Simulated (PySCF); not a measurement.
CH6AlN2, CH4AlN, CH3AlClO, CH4AlO2 (calculated)

Computed with PySCF 2.14.0. Calculation on a computer-drawn molecule: the log of a Hartree-Fock and frozen-core CCSD(T) single point meant for a local Hartree-Fock minimum, with one planted fault or none, to be diagnosed. Offsets are logged minus clean, where the clean run is the same molecule without the fault. The reference is restricted for singlets and unrestricted otherwise, and also for a bond in bohr or an excited solution. Adding or removing an electron swaps singlet and doublet. The excited solution moves the top pair (singlet) or top alpha electron (doublet) to the lowest empty orbital. Highest occupied and lowest empty are orbital energies over both spins, largest force is the largest gradient component, triples share is (T) over the correlation energy, the T1 limit is 0.02 restricted and 0.045 unrestricted, electrons count all cores, a negative frequency is imaginary (commonest isotopes), and the dipole is about the centre of nuclear charge.

Common to all runs: meant basis cc-pV(D+d)Z; logged SCF converged yes; logged CC converged yes; logged SCF stable within its kind yes; possible faults no fault, one electron removed, one electron added, multiplicity raised by two, geometry at a saddle point, SCF held on an excited solution, minimal basis STO-3G, one bond length entered in bohr, all coordinates scaled.

(1) CH6AlN2

Logged structure:
```xyz
10
CH6AlN2
C      0.9723     0.0259    -1.2960
N      2.1959     0.2513    -0.5503
Al     2.4940     0.2114     1.2010
N      1.1543    -0.1501     2.3063
H      0.6744     0.9029    -1.8814
H      1.0559    -0.8206    -1.9866
H      0.1496    -0.1979    -0.6139
H      2.9629     0.4576    -1.1636
H      0.2032    -0.3430     2.0513
H      1.2446    -0.1908     3.3040
```

```
meant charge                         : 0
meant multiplicity                   : 2
logged electrons                     : 39
logged basis functions               : 95
logged spin squared                  : 0.7526
logged highest occupied              : -8.033 eV
logged lowest empty                  : 1.7012 eV
logged largest force                 : 4.495e-05 hartree/bohr
logged lowest frequency              : 103.93 cm⁻¹
logged T1 diagnostic                 : 0.013623
logged D1 diagnostic                 : 0.050508
logged triples share                 : 0.026357
logged dipole magnitude              : 0.58405 debye
logged energy HF                     : -392.21916 hartree
logged energy CCSD(T)                : -392.80856 hartree
planted fault                        : no fault
HF energy offset from clean run      : 0 kcal/mol
CCSD(T) energy offset from clean run : 0 kcal/mol
```

Drawn bonds:
| atom | other atom | order |
| --- | --- | --- |
| 1 | 2 | 1 |
| 2 | 3 | 1 |
| 3 | 4 | 1 |
| 1 | 5 | 1 |
| 1 | 6 | 1 |
| 1 | 7 | 1 |
| 2 | 8 | 1 |
| 4 | 9 | 1 |
| 4 | 10 | 1 |

(2) CH4AlN

Logged structure:
```xyz
7
CH4AlN
C     -2.9320    -0.3556     1.1916
N     -1.6188    -0.5463     0.6970
Al    -0.1399    -0.7610     0.1402
H     -2.9727    -0.4145     2.2864
H     -3.3394     0.6239     0.9123
H     -3.6304    -1.1097     0.8082
H      1.2992    -0.9701    -0.4016
```

```
meant charge                         : 0
meant multiplicity                   : 1
logged electrons                     : 30
logged basis functions               : 23
logged spin squared                  : 0
logged highest occupied              : -4.5436 eV
logged lowest empty                  : 9.3019 eV
logged largest force                 : 0.099036 hartree/bohr
logged T1 diagnostic                 : 0.03095
logged D1 diagnostic                 : 0.086222
logged triples share                 : 0.056194
logged dipole magnitude              : 3.0299 debye
logged energy HF                     : -332.36546 hartree
logged energy CCSD(T)                : -332.57352 hartree
planted fault                        : minimal basis STO-3G
HF energy offset from clean run      : 2594 kcal/mol
CCSD(T) energy offset from clean run : 2730 kcal/mol
```

Drawn bonds:
| atom | other atom | order |
| --- | --- | --- |
| 1 | 2 | 1 |
| 2 | 3 | 2 |
| 1 | 4 | 1 |
| 1 | 5 | 1 |
| 1 | 6 | 1 |
| 3 | 7 | 1 |

Notes: T1 above single-reference limit.

(3) CH3AlClO

Logged structure:
```xyz
7
CH3AlClO
C     -3.3335     0.2495     0.4577
O     -2.7849     0.9727     1.5672
Al    -2.1798     1.7704     2.7906
Cl    -1.4117     2.7829     4.3434
H     -3.7482     0.9670    -0.2428
H     -2.5336    -0.3199    -0.0045
H     -4.1076    -0.4116     0.8336
```

```
meant charge            : 1
meant multiplicity      : 1
logged electrons        : 46
logged basis functions  : 89
logged spin squared     : 0
logged highest occupied : -18.119 eV
logged lowest empty     : -4.9297 eV
logged largest force    : 1.365e-05 hartree/bohr
logged lowest frequency : 99.457 cm⁻¹
logged T1 diagnostic    : 0.014388
logged D1 diagnostic    : 0.040389
logged triples share    : 0.02483
logged dipole magnitude : 1.6171 debye
logged energy HF        : -815.73983 hartree
logged energy CCSD(T)   : -816.28957 hartree
planted fault           : withheld
```

Drawn bonds:
| atom | other atom | order |
| --- | --- | --- |
| 1 | 2 | 1 |
| 2 | 3 | 1 |
| 3 | 4 | 1 |
| 1 | 5 | 1 |
| 1 | 6 | 1 |
| 1 | 7 | 1 |

(4) CH4AlO2

Logged structure:
```xyz
8
CH4AlO2
C     -1.1489    -1.3268     1.9744
O     -1.6911    -1.3554     0.6496
Al    -2.2899    -1.3882    -0.8149
O     -2.8909    -1.4211    -2.2843
H     -0.0699    -1.2379     1.8989
H     -1.4225    -2.2504     2.4743
H     -1.5676    -0.4716     2.4951
H     -3.2473    -1.4409    -3.1570
```

```
meant charge            : 1
meant multiplicity      : 1
logged electrons        : 38
logged basis functions  : 85
logged spin squared     : 2.0134
logged highest occupied : -12.134 eV
logged lowest empty     : -7.0593 eV
logged largest force    : 0.16441 hartree/bohr
logged T1 diagnostic    : 0.029822
logged D1 diagnostic    : 0.16546
logged triples share    : 0.024398
logged dipole magnitude : 4.3128 debye
logged energy HF        : -431.51535 hartree
logged energy CCSD(T)   : -432.0805 hartree
planted fault           : withheld
```

Drawn bonds:
| atom | other atom | order |
| --- | --- | --- |
| 1 | 2 | 1 |
| 2 | 3 | 1 |
| 3 | 4 | 1 |
| 1 | 5 | 1 |
| 1 | 6 | 1 |
| 1 | 7 | 1 |
| 4 | 8 | 1 |

(5) CH4AlO2

Logged structure:
```xyz
8
CH4AlO2
C      1.0956    -2.2732     0.3173
O      0.4115    -1.2625     0.9816
Al    -0.3734     0.2112     0.7973
O     -0.5107     0.9614    -0.7136
H      1.1852    -2.0746    -0.7565
H      2.1029    -2.3802     0.7269
H      0.5769    -3.2266     0.4431
H     -0.1981     0.6804    -1.5579
```

```
meant charge            : 0
meant multiplicity      : 2
logged electrons        : 39
logged basis functions  : 85
logged spin squared     : 3.7592
logged highest occupied : -4.4155 eV
logged lowest empty     : -0.97236 eV
logged largest force    : 0.11237 hartree/bohr
logged T1 diagnostic    : 0.02734
logged D1 diagnostic    : 0.16466
logged triples share    : 0.022841
logged dipole magnitude : 8.0603 debye
logged energy HF        : -431.72073 hartree
logged energy CCSD(T)   : -432.28208 hartree
planted fault           : withheld
```

Drawn bonds:
| atom | other atom | order |
| --- | --- | --- |
| 1 | 2 | 1 |
| 2 | 3 | 1 |
| 3 | 4 | 1 |
| 1 | 5 | 1 |
| 1 | 6 | 1 |
| 1 | 7 | 1 |
| 4 | 8 | 1 |

Questions
1. CH3AlClO (entry 3): planted fault?
2. Which fault was planted in the run of CH4AlO2 (entry 4)?
3. Which fault was planted in the run of CH4AlO2 (entry 5)?

## Answers
1. no fault
2. multiplicity raised by two
3. multiplicity raised by two

Further results for CH3AlClO (entry 3):

```
HF energy offset from clean run      : 0 kcal/mol
CCSD(T) energy offset from clean run : 0 kcal/mol
```

Further results for CH4AlO2 (entry 4):

```
HF energy offset from clean run      : 101.3 kcal/mol
CCSD(T) energy offset from clean run : 117.5 kcal/mol
```

Further results for CH4AlO2 (entry 5):

```
HF energy offset from clean run      : 125 kcal/mol
CCSD(T) energy offset from clean run : 148 kcal/mol
```
